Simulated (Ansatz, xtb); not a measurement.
## F2H3SiSn: where a starting geometry ends

The starting geometry of this gas-phase doublet was built from a drawn formula by distance geometry and a force field; its bonds are those of `F[SiH][SnH2][F]`.

```xyz
7

F    -1.0359   -0.4874   -1.0179
F    -2.1208    2.8035    1.2537
Si    0.1868    0.4045   -0.3522
Sn   -0.5147    2.7615    0.0137
H     1.3607    0.3703   -1.2421
H    -1.0295    3.4697   -1.4708
H     0.7981    3.6724    0.7352
```

Question: Predict what becomes of its bonds when it is optimised with r2SCAN-D4/def2-SVP.

Answer: It keeps its bonds, and is `F[SiH][SnH2][F]`.

The energy falls by 0.20 eV over 14 steps:

```
step  E − E(last) (eV)
   1             0.196
   2             0.105
   4             0.016
   5             0.006
   7             0.001
   8             0.001
  10             0.000
  11             0.000
  13             0.000
  14             0.000
```

Final geometry (Å):

```xyz
7

F    -0.9130   -0.3528   -1.4738
F    -1.8444    2.8483    1.4020
Si    0.0626    0.3029   -0.3356
Sn   -0.5383    2.8017   -0.0472
H     1.4755    0.1092   -0.8110
H    -1.3624    3.5364   -1.3604
H     0.7647    3.7488    0.5457
```

From the same start GFN2-xTB ends elsewhere, differing in Si3–H7 (1.47 against 3.63 Å here), Sn4–H7 (3.75 against 1.72 Å here).

The end wasn't checked by frequencies. Open shells are spin-unrestricted. Atoms past krypton carry core potentials, without spin–orbit terms. Run with Ansatz 0.2.0, 38 s on 2 threads of Intel(R) Xeon(R) 6975P-C (Granite Rapids) (shared host).
